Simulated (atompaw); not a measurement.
## Pseudopotential generation for technetium: PAW (atompaw), PBEsol, scalar-relativistic.

Tc, PAW, made with atompaw 4.2.0.5 (PBEsol, scalar-relativistic). Core [Ar] 3d10, reference 4s2 4p6 4d5 5s2 5p0. Waves: 4s (bound): rc 1.55 bohr; 5s (bound): rc 1.85 bohr; 4p (bound): rc 1.75 bohr; 5p (bound, empty): rc 2.35 bohr; 4d (bound): rc 1.80 bohr; 4d channel at 1.35 Ry: rc 2.35 bohr. Local part: troulliermartins scheme with l = 3 at 1 Ry, radius 1.95 bohr. Core correction: smooth core density matched at 1.50 bohr. Augmentation charge: sinc compensation charge, radius 1.90 bohr; PAW radius 2.35 bohr; waves and projectors: custom polynom2 7 10 vanderbiltortho.

All-electron outer shells of the reference configuration (PBEsol, scalar-relativistic, ld1.x):

```csv
shell,level (eV),outermost node (bohr),outermost maximum (bohr)
3p,-415.70,0.16,0.36
3d,-249.88,–,0.31
4s,-73.32,0.50,0.95
4p,-45.30,0.51,1.03
4d,-6.67,0.50,1.27
5s,-5.08,1.28,2.72
5p,-1.38,1.45,3.63
```

Problem. Does the generator finish with these settings?

Solution. Yes, a potential is produced.

Problem. Estimate the cutoffs (Ry, on a coarse ladder) from which the occupation-weighted sum of valence levels, in a spherical-Bessel basis at the reference potential, stays within 10 and 1 mRy of its value at 400 Ry.

Solution. 25 Ry and 120 Ry.

Problem. What does a ghost test show?

Solution. No extra level below or beside the all-electron valence levels (s, p, d, f tested).

Problem. Is the overlap operator S = 1 + Σ q|β⟩⟨β| positive definite (Bessel basis up to 400 Ry)?

Solution. Yes: its lowest eigenvalue is 0.50 (s channel).
